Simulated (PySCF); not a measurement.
**Atomic charges by several schemes**

Species: C2H10O2SSi2.
Atom-mapped SMILES: `[CH3:1][S:2][Si@@H:3]([CH3:4])[O:5][SiH2:6][OH:7]` (hydrogens: H8, H9, H10 on C1; H11 on Si3; H12, H13, H14 on C4; H15, H16 on Si6; H17 on O7)

Geometry (GFN2-xTB, Å), atoms numbered from 1 in this order:
```xyz
17
C2H10O2SSi2 angstrom
C      0.9316   -2.2409    0.7005
S      1.7433   -0.7782   -0.0197
Si     0.5178    0.7684    0.8490
C      1.1507    2.4203    0.1957
O     -1.0167    0.5057    0.4207
Si    -2.1435   -0.0379   -0.6322
O     -1.5429   -1.2101   -1.5717
H     -0.1234   -2.2352    0.4470
H      1.0623   -2.2326    1.7781
H      1.4158   -3.1130    0.2742
H      0.5137    0.6110    2.2981
H      1.2689    2.4114   -0.8842
H      0.4579    3.2148    0.4513
H      2.1142    2.6625    0.6303
H     -2.5444    1.1344   -1.3994
H     -3.1437   -0.7054    0.1806
H     -0.6686   -1.1632   -1.9550
```

Density: PBE0/pcSseg-1 (PySCF); schemes: Mulliken, IAO, Hirshfeld and ESP-fitted. One conformer (not necessarily the lowest) at the GFN2-xTB geometry, without solvent, vibrations or thermal averaging.

Task: For which atoms does the sign change between the 4 schemes (beyond +0.03 e in one, beyond −0.03 e in another)?

Result: For none.

Task: Do the Mulliken, IAO, Hirshfeld and ESP-fitted schemes agree on where the charge is highest?

Result: All schemes agree: Mulliken Si6 (+1.011); IAO Si6 (+1.217); Hirshfeld Si6 (+0.458); ESP-fitted Si6 (+0.783).

Task: What partial charge does each atom carry?

Result: In e:

| atom | environment | Mulliken | IAO | Hirshfeld | ESP-fitted |
| --- | --- | --- | --- | --- | --- |
| C1 | S-methyl carbon | -0.407 | -0.495 | -0.116 | -0.271 |
| S2 | sulfur bonded to C and Si | -0.365 | -0.223 | -0.113 | -0.360 |
| Si3 | oxygen-bound silicon | +0.939 | +1.068 | +0.400 | +0.766 |
| C4 | Si-methyl carbon | -0.642 | -0.743 | -0.214 | -0.679 |
| O5 | siloxane oxygen | -0.738 | -0.888 | -0.308 | -0.519 |
| Si6 | oxygen-bound silicon | +1.011 | +1.217 | +0.458 | +0.783 |
| O7 | silanol oxygen | -0.568 | -0.797 | -0.306 | -0.668 |
| H8 | methyl hydrogen | +0.165 | +0.157 | +0.040 | +0.107 |
| H9 | methyl hydrogen | +0.155 | +0.157 | +0.046 | +0.112 |
| H10 | methyl hydrogen | +0.160 | +0.171 | +0.052 | +0.172 |
| H11 | Si–H hydrogen | -0.105 | -0.152 | -0.083 | -0.132 |
| H12 | methyl hydrogen | +0.147 | +0.164 | +0.047 | +0.192 |
| H13 | methyl hydrogen | +0.147 | +0.165 | +0.049 | +0.176 |
| H14 | methyl hydrogen | +0.147 | +0.167 | +0.048 | +0.167 |
| H15 | Si–H hydrogen | -0.148 | -0.177 | -0.086 | -0.141 |
| H16 | Si–H hydrogen | -0.150 | -0.159 | -0.079 | -0.115 |
| H17 | hydroxyl hydrogen | +0.254 | +0.369 | +0.165 | +0.411 |

Mean size of the charges over all atoms: IAO 0.428 e, Mulliken 0.367 e, ESP-fitted 0.340 e, Hirshfeld 0.154 e. Each set sums to the total charge, 0, to within 0.001 e. The ESP scheme is a least-squares fit of atom-centred charges to the potential on four shells outside the van der Waals surface, with the total charge fixed.

Task: How many electrons does the ESP-fitted scheme count on O7?

Result: Z − q = 8 − (-0.668) = 8.668.

Task: Sum the charges by element, for elements with more than one atom.

Result: 
```json
{"element": "C", "atoms": "2", "Mulliken": "-1.049", "IAO": "-1.238", "Hirshfeld": "-0.330", "ESP-fitted": "-0.950"}
{"element": "Si", "atoms": "2", "Mulliken": "+1.950", "IAO": "+2.285", "Hirshfeld": "+0.858", "ESP-fitted": "+1.550"}
{"element": "O", "atoms": "2", "Mulliken": "-1.306", "IAO": "-1.685", "Hirshfeld": "-0.614", "ESP-fitted": "-1.187"}
{"element": "H", "atoms": "10", "Mulliken": "+0.771", "IAO": "+0.861", "Hirshfeld": "+0.199", "ESP-fitted": "+0.948"}
```

Task: How closely do the schemes follow one another over all atoms?

Result: Correlation coefficient and root-mean-square difference: Mulliken with IAO 0.99, 0.106 e; IAO with Hirshfeld 0.99, 0.358 e; Mulliken with Hirshfeld 0.98, 0.273 e; Mulliken with ESP-fitted 0.98, 0.107 e; IAO with ESP-fitted 0.98, 0.174 e; Hirshfeld with ESP-fitted 0.97, 0.225 e.

The run behind these numbers computed NMR shieldings as well. The run took 1.9 min wall, 89 s CPU on one thread of an Intel Xeon at 2.50 GHz, shared host, and the process peaked at 0.85 GiB of memory.
